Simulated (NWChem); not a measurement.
System meant: NiH₂O₂, triplet; SMILES [OH][Ni][OH]

Input file for NWChem:

```
start job
memory heap 200 mb stack 900 mb global 1100 mb
geometry units angstroms noautoz
  Ni    -0.000004     0.054348     0.022340
  O     -1.747622     0.058200    -0.089911
  H     -2.257688     0.279067     0.696644
  O      1.747608     0.058345    -0.089937
  H      2.257686     0.278904     0.696698
end
basis spherical
  * library def2-svp
end
dft
  odft
  mult 3
  xc b3lyp
  iterations 4
  mulliken
end
task dft energy
```

End of the output:

```
     --------------------------
     Expectation value of S2:
     --------------------------
      <S2> =      2.1589 (Exact =     2.0000)

 center of mass
 --------------
 x =  -0.02888070 y =  -0.00232295 z =  -0.00000000

 moments of inertia (a.u.)
 ------------------
         385.673432064180          -0.000000000847           0.000000000000
          -0.000000000847         390.376691062533          -0.000000000000
           0.000000000000          -0.000000000000           4.871339953393

     Multipole analysis of the density
     ---------------------------------

     L   x y z        total         alpha         beta         nuclear
     -   - - -        -----         -----         ----         -------
     0   0 0 0     -0.000000    -24.000000    -22.000000     46.000000

     1   1 0 0      0.615538      0.416251      0.199287     -0.000000
     1   0 1 0      0.003530      0.014113     -0.010583     -0.000000
     1   0 0 1     -0.000000      0.000000     -0.000000      0.000000

     2   2 0 0    -20.378644    -11.385308    -13.237955      4.244619
     2   1 1 0      0.097134     -0.002493     -0.015383      0.115011
     2   1 0 1     -0.000000     -0.000000     -0.000000      0.000000
     2   0 2 0    -21.582790    -10.121174    -11.510171      0.048555
     2   0 1 1     -0.000000     -0.000000      0.000000     -0.000000
     2   0 0 2    -24.522996   -118.758273   -116.674753    210.910030

 ------------------------------------------------------------------------
 dft energy failed                                                                                  0
 ------------------------------------------------------------------------
 ------------------------------------------------------------------------
  current input line :
    20: task dft energy
 ------------------------------------------------------------------------
 ------------------------------------------------------------------------
 This type of error is most commonly associated with calculations not reaching convergence criteria
 ------------------------------------------------------------------------
 For more information see the NWChem manual at https://nwchemgit.github.io

0:dft energy failed:Received an Error in Communication
```

Problem. What is wrong, and how is it mended?

Solution. Convergence was not reached. Cause: the SCF was allowed too few iterations. This input runs:
```
start job
memory heap 200 mb stack 900 mb global 1100 mb
geometry units angstroms noautoz
  Ni    -0.000004     0.054348     0.022340
  O     -1.747622     0.058200    -0.089911
  H     -2.257688     0.279067     0.696644
  O      1.747608     0.058345    -0.089937
  H      2.257686     0.278904     0.696698
end
basis spherical
  * library def2-svp
end
dft
  odft
  mult 3
  xc b3lyp
  iterations 150
  mulliken
end
task dft energy
```
It converges to -1659.68235 Ha (B3LYP/def2-SVP, spin-unrestricted).
